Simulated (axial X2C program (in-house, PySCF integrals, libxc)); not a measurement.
## Outer orbitals of Sb₂⁻ at 2.578 Å, TPSS

All values were computed with an in-house all-electron X2C program for linear molecules (integrals from PySCF). Spin-free means the one-electron spin-free X2C Hamiltonian; two-component (2c) means X2C with spin–orbit coupling and atomic mean-field two-electron Coulomb and Gaunt terms, so the difference of the two also holds small scalar two-electron terms. Basis: Sb dyall-acv3z [12s13p9d5f1g] (cores contracted in-house); Gaussian nuclei, density fitting, unrestricted open shells. Masses: Sb 120.904 u.

The distance is close to the 2c PBE0 minimum; the highest filled and lowest empty levels are listed.

Spin-free orbitals, state M_S = 1/2, Λ = 1 (beyond evenly filled blocks: π+α) (Löwdin shares):

| symmetry | occupied | ε (eV) | atomic character |
| --- | --- | --- | --- |
| σβ | yes | -27.97 | 100% Sb d |
| π-α | yes | -27.83 | 100% Sb d |
| π+α | yes | -27.83 | 100% Sb d |
| π-β | yes | -27.79 | 100% Sb d |
| π+β | yes | -27.79 | 100% Sb d |
| δ+α | yes | -27.79 | 100% Sb d |
| δ-α | yes | -27.79 | 100% Sb d |
| δ-α | yes | -27.77 | 100% Sb d |
| δ+α | yes | -27.77 | 100% Sb d |
| δ-β | yes | -27.72 | 100% Sb d |
| δ+β | yes | -27.72 | 100% Sb d |
| δ+β | yes | -27.71 | 100% Sb d |
| δ-β | yes | -27.71 | 100% Sb d |
| π+α | yes | -27.67 | 100% Sb d |
| π-α | yes | -27.67 | 100% Sb d |
| π-β | yes | -27.64 | 100% Sb d |
| π+β | yes | -27.64 | 100% Sb d |
| σα | yes | -27.56 | 100% Sb d |
| σβ | yes | -27.54 | 100% Sb d |
| σα | yes | -9.18 | 78% Sb s, 13% Sb p, 7% Sb d |
| σβ | yes | -8.96 | 77% Sb s, 13% Sb p, 8% Sb d |
| σα | yes | -6.35 | 68% Sb s, 21% Sb p, 8% Sb d |
| σβ | yes | -5.99 | 68% Sb s, 21% Sb p, 8% Sb d |
| σα | yes | -1.22 | 88% Sb p, 9% Sb s |
| σβ | yes | -1.07 | 87% Sb p, 10% Sb s |
| π-α | yes | -0.87 | 93% Sb p, 4% Sb d |
| π+α | yes | -0.87 | 93% Sb p, 4% Sb d |
| π+β | yes | -0.54 | 92% Sb p, 5% Sb d |
| π-β | yes | -0.54 | 92% Sb p, 5% Sb d |
| π+α | yes | 1.09 | 70% Sb p, 24% Sb d, 6% Sb f |
| π-α | no | 1.09 | 70% Sb p, 24% Sb d, 6% Sb f |
| π-β | no | 1.55 | 69% Sb p, 25% Sb d, 6% Sb f |
| π+β | no | 1.55 | 69% Sb p, 25% Sb d, 6% Sb f |
| σα | no | 2.33 | 93% Sb p, 4% Sb d |

The highest filled level is positive, so this functional does not bind it, and the empty levels of an anion are set by the basis. A filled and an empty partner (Λ and −Λ, same spin) share one energy because the functional has no current term.

Spinors with spin–orbit coupling (state Ω = 1/2):

| ω | occupied | ε (eV) | atomic character | λ mixture |
| --- | --- | --- | --- | --- |
| 1/2 | yes | -27.31 | 100% Sb d | 53% π, 47% σ |
| -1/2 | yes | -27.30 | 100% Sb d | 56% π, 44% σ |
| -3/2 | yes | -27.28 | 100% Sb d | 76% π, 24% δ |
| 3/2 | yes | -27.26 | 100% Sb d | 79% π, 21% δ |
| -5/2 | yes | -27.26 | 100% Sb d | 100% δ |
| -5/2 | yes | -27.24 | 100% Sb d | 100% δ |
| 5/2 | yes | -27.19 | 100% Sb d | 100% δ |
| 5/2 | yes | -27.17 | 100% Sb d | 100% δ |
| -3/2 | yes | -27.15 | 100% Sb d | 81% π, 19% δ |
| 3/2 | yes | -27.13 | 100% Sb d | 84% π, 16% δ |
| -1/2 | yes | -27.12 | 100% Sb d | 69% σ, 31% π |
| 1/2 | yes | -27.11 | 100% Sb d | 71% σ, 29% π |
| -1/2 | yes | -9.14 | 78% Sb s, 13% Sb p, 7% Sb d | 100% σ |
| 1/2 | yes | -8.91 | 77% Sb s, 13% Sb p, 8% Sb d | 100% σ |
| -1/2 | yes | -6.30 | 68% Sb s, 21% Sb p, 8% Sb d | 100% σ |
| 1/2 | yes | -5.94 | 68% Sb s, 21% Sb p, 8% Sb d | 100% σ |
| -1/2 | yes | -1.21 | 88% Sb p, 9% Sb s | 99% σ, 1% π |
| 1/2 | yes | -1.08 | 87% Sb p, 10% Sb s | 98% σ, 2% π |
| 1/2 | yes | -1.01 | 92% Sb p, 4% Sb d | 100% π |
| -1/2 | yes | -0.67 | 91% Sb p, 5% Sb d | 100% π |
| -3/2 | yes | -0.66 | 93% Sb p, 4% Sb d | 100% π |
| 3/2 | yes | -0.34 | 92% Sb p, 5% Sb d | 100% π |
| 1/2 | yes | 0.99 | 71% Sb p, 23% Sb d, 6% Sb f | 98% π, 2% σ |
| -3/2 | no | 1.30 | 68% Sb p, 26% Sb d, 6% Sb f | 100% π |
| -1/2 | no | 1.44 | 70% Sb p, 24% Sb d, 6% Sb f | 99% π, 1% σ |
| 3/2 | no | 1.75 | 68% Sb p, 27% Sb d, 5% Sb f | 100% π |
| -1/2 | no | 2.41 | 93% Sb p, 5% Sb d | 100% σ |

The highest filled level is positive, so this functional does not bind it, and the empty levels of an anion are set by the basis.

Problem. How does the gap between the highest filled and lowest empty level change from the spin-free to the 2c table?

Solution. From 0.00 to 0.31 eV at TPSS, a change of 0.31 eV.

Mulliken charges and populations of the two-component result (they depend on the basis, above all on diffuse functions):

Sb1 -0.50 e (s 9.88 p 21.51 d 20.09 f 0.02), Sb2 -0.50 e (s 9.88 p 21.51 d 20.09 f 0.02). ⟨Lz⟩ = 0.99 ħ and ⟨Sz⟩ = -0.49 ħ (-0.24 and -0.24 on the two atoms), which add up to Ω.

The state is a single determinant with fixed occupations, the lowest that a limited PBE0 search found. Density functionals use the spin component along the axis (collinear). Without a current term, density functionals place determinants with orbital angular momentum somewhat too high. The highest occupied level of some functionals is positive through self-interaction error; at Hartree–Fock it is bound.
